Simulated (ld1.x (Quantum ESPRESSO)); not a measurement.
## Before and after: TM potential for ruthenium

```json
{
 "Element": "ruthenium (Ru)",
 "Generator": "ld1.x (Quantum ESPRESSO) 7.5",
 "Type": "norm-conserving Troullier–Martins (Kleinman–Bylander form)",
 "Functional": "LDA (PZ)",
 "Relativity": "scalar-relativistic",
 "Frozen core": "[Kr]",
 "Valence charge": "8",
 "Reference configuration": "4d6.5 5s0 5p0 (charge +1.5)",
 "Partial waves": "5s (bound, empty): rc 2.60 bohr; 5p (bound, empty): rc 2.65 bohr; 4d (bound): rc 1.45 bohr",
 "Local potential": "all-electron potential smoothed inside 2.15 bohr (lloc = -2)",
 "Core correction": "Bessel-smoothed model core inside 0.70 bohr"
}
```

Change: wave 4d (bound): rc 1.45 bohr becomes 4d (bound): rc 1.22 bohr.

Cutoffs: the cutoffs (Ry, on a coarse ladder) from which the occupation-weighted sum of valence levels, in a spherical-Bessel basis at the reference potential, stays within 10 and 1 mRy of its value at 400 Ry; they do not see the model core or the augmentation charge, which bear on the density cutoff. Errors are all-electron minus pseudo energies relative to the spin-unpolarised reference configuration.

Question: Predict the effect on cutoff, ghosts and configuration errors.

Answer: The potential gets harder (55 Ry and 70 Ry → 70 Ry and 90 Ry); of the 9 tests that both files solve, the error grows in 0 and shrinks in 1 by more than 15 % and 0.3 meV (median size 33.6 → 28.5 meV); neither file shows a bound ghost. A smaller radius makes the pseudo-wave follow the all-electron one further in, where it bends more sharply, so more plane waves are needed.

| quantity | base | changed |
| --- | --- | --- |
| cutoff, loose | 55 Ry | 70 Ry |
| cutoff, tight | 70 Ry | 90 Ry |
| bound ghosts | none | none |
| error for 4d7 5s1 5p0, meV [ΔE -15.38 eV] | -0.6 | -0.7 |
| error for 4d7 5s0 5p0, meV [ΔE -7.77 eV] | -16 | -16 |
| error for 4d6 5s0 5p0, meV [ΔE 10.67 eV] | -26 | -25 |
| error for 4d6 5s1 5p1, meV [ΔE -9.73 eV] | -71 | -71 |
| error for 4d4 5s0 5p0, meV [ΔE 86.23 eV] | -1115 | -1118 |
| error for 4d6 5s2 5p0, meV [ΔE -13.77 eV] | -82 | -83 |
| error for 4d8 5s0 5p0, meV [ΔE -15.65 eV] | -78 | -78 |
| error for 4d6.5 5s0 5p0 (spin-polarised), meV [ΔE -1.80 eV] | +34 | +28 |
| error for 4d7 5s1 5p0 (spin-polarised), meV [ΔE -17.03 eV] | +32 | +28 |
| s: phases at 2.88 bohr within 0.05 rad from the reference energy up to (Ry; the scan ends near 5) | -0.0 | -0.0 |
| p: phases at 2.88 bohr within 0.05 rad from the reference energy up to (Ry; the scan ends near 5) | 0.3 | 0.3 |
| d: phases at 2.88 bohr within 0.05 rad from the reference energy up to (Ry; the scan ends near 5) | 0.4 | 0.4 |
